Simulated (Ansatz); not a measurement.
Born–Oppenheimer molecular dynamics of Cl2H4InN (8 atoms, charge 0, multiplicity 1). It starts at the highest image of a converged band. Of that band: Neighbouring images differ by up to 1.5 eV, so the band resolves the path poorly. A vibrational analysis at the climbing image gives one clearly imaginary mode, 1041i cm⁻¹: a first-order saddle point.

The calculation used RKS PBE/def2-SVP in Ansatz 0.2.0.

```yaml
ensemble: NVE (velocity Verlet)
time_step: 0.5 fs
steps_asked: 200
starting_velocities_drawn_for: 100 K
seed: 5729
```

First frame:

```xyz
8
Properties=species:S:1:pos:R:3
In -0.669 0.167 -0.717
H 1.436 0.381 -0.909
Cl -1.440 -1.636 -2.035
Cl -1.709 2.286 -0.830
H 1.334 0.079 0.001
N 0.417 -0.311 1.110
H 0.360 -1.280 1.461
H 0.270 0.314 1.919
```

How far do the bonds stretch over the last three quarters of this one trajectory? (Pairs bonded in most of those frames.)


```json
{"bond": "In1–Cl3", "mean (Å)": "2.357", "spread (Å)": "0.006", "shortest": "2.35", "longest": "2.37"}
{"bond": "In1–Cl4", "mean (Å)": "2.363", "spread (Å)": "0.013", "shortest": "2.35", "longest": "2.38"}
{"bond": "In1–N6", "mean (Å)": "2.041", "spread (Å)": "0.031", "shortest": "2.00", "longest": "2.13"}
{"bond": "H2–H5", "mean (Å)": "0.771", "spread (Å)": "0.025", "shortest": "0.73", "longest": "0.81"}
{"bond": "N6–H7", "mean (Å)": "1.033", "spread (Å)": "0.012", "shortest": "1.01", "longest": "1.06"}
{"bond": "N6–H8", "mean (Å)": "1.032", "spread (Å)": "0.017", "shortest": "1.00", "longest": "1.06"}
```

Mean temperature of the second half: 553 K. The conserved energy stayed within 0.088 meV per atom of its start (net change -0.042 meV per atom), so the integration is sound. The system heated up, since it started high on the potential surface and ran downhill. A run of 0.1 ps of so small a system gives no equilibrium averages. The orbitals stay closed-shell, which can raise the energy where a bond breaks towards radicals; this wasn't checked here.

Run time: 5.4 min on 2 threads of Arm Neoverse V2, with other jobs on the host, peak memory 0.13 GiB.
